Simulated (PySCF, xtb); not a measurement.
C3H8Te, SMILES CC(C)[TeH].

GFN2-xTB (xtb) at its own geometry gives an orbital gap of 4.17 eV and a dipole moment of 1.22 D.

Geometry optimised at B3LYP-D3(BJ)/def2-SVP. The def2 effective core potentials stand for the cores of Te; spin–orbit coupling is left out.

Problem. What does PBE/def2-TZVP (PySCF) give? (The exact figures need the calculation; the answer reports its results.)

Solution. gap 3.43 eV (levels -4.98 and -1.55 eV), dipole 1.53 D.
